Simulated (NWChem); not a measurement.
Molecule: CrO$_{2}$ClF; SMILES [O]=[Cr](=[O])([F])[Cl]

**Question.** Give the equilibrium geometry at PBE0/def2-SVP (NWChem) as a list of bonds and angles, with the point group.

**Answer.** point group Cs; any orientation.
Bonds (Å): Cr1–O2 1.525, Cr1–O3 1.525, Cr1–F4 1.685, Cr1–Cl5 2.115. Bond angles (°): O2–Cr1–O3 108.4, O2–Cr1–F4 110.2, O2–Cr1–Cl5 108.6, O3–Cr1–F4 110.2, O3–Cr1–Cl5 108.6, F4–Cr1–Cl5 111.0.
